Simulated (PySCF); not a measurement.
Potential energy curve for IBr, singlet. Each curve is given relative to its own lowest point near equilibrium.

```
R / Å      A      B      C
-----  -----  -----  -----
1.97   375.3  364.6  361.8
2.11   154.1  150.2  150.1
2.20    74.7   73.4   74.1
2.31    21.7   21.8   22.8
2.39     4.5    4.8    5.4
2.46     0.0    0.0    0.0
2.54     3.8    3.0    2.0
2.60    11.4    9.6    7.7
2.73    33.1   32.7   28.3
2.84    45.6   57.9   51.1
3.05    58.9  111.4   96.9
3.32    66.0  178.6  145.4
3.71    68.2  258.5  186.0
4.10    67.1  315.6  201.0
4.47    66.3  352.8  206.6
4.88    66.1  380.3  209.7
5.40    66.3  402.1  211.4
5.98    66.5  416.5  212.1
6.60    66.6  425.9  212.3
7.32    66.7  433.1  212.4
```

Energies in kJ/mol.

Match the curves with the methods restricted BHandHLYP/def2-TZVP, def2 effective core potentials past Kr (PySCF); UHF/def2-TZVP, def2 effective core potentials past Kr (PySCF); unrestricted r2SCAN/def2-TZVP, def2 effective core potentials past Kr (PySCF 2.14.0).

A is UHF; B is RKS-BHandHLYP; C is UKS-r2SCAN.

The restricted form behind RKS-BHandHLYP keeps the bonding electrons paired and can't separate into open-shell fragments. The unrestricted determinant behind UHF is spin-contaminated at 2.73 to 7.32 Å (<S²> up to 1.0, against 0.00 for a pure singlet). The unrestricted determinant behind UKS-r2SCAN is spin-contaminated at 3.05 to 7.32 Å (<S²> up to 1.0, against 0.00 for a pure singlet).
